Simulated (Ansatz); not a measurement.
Mulliken charges of F$_{2}$H$_{3}$O$_{3}$Ta (`[OH][Ta]([OH])([OH])([F])[F]`) from B3LYP/def2-TZVPP in Ansatz (PBE0-D4/def2-TZVP geometry).

```tsv
atom	x (Å)	y (Å)	z (Å)	charge (e)
O1	0.432	-1.711	0.173	-0.367
Ta2	0.137	0.153	0.149	1.203
O3	1.826	0.602	-0.589	-0.384
O4	-1.708	0.052	0.638	-0.409
F5	-0.557	0.907	-1.458	-0.352
F6	0.561	0.948	1.789	-0.301
H7	-0.253	-2.331	0.434	0.212
H8	2.179	1.021	-1.372	0.196
H9	-2.528	0.312	0.220	0.201
```

Problem. By hand: the dipole of these point charges (1 e Å = 4.8032 D).

Solution. Σ q r = (-0.104, -0.276, -0.077) e Å, of length 0.305 e Å = 1.46 D.

Problem. How does the dipole of the full density compare? (An estimate is asked.)

Solution. Ansatz gave: (-0.269, -0.185, -0.233) e Å, 1.93 D; the point charges give 0.76 times that, at 38° from its direction.

Point charges leave out the atoms' own dipoles, such as those of lone pairs, and Mulliken's split depends on the basis, so the two needn't agree.

B3LYP here is the variant with VWN-RPA as its local correlation; programs differ in this.
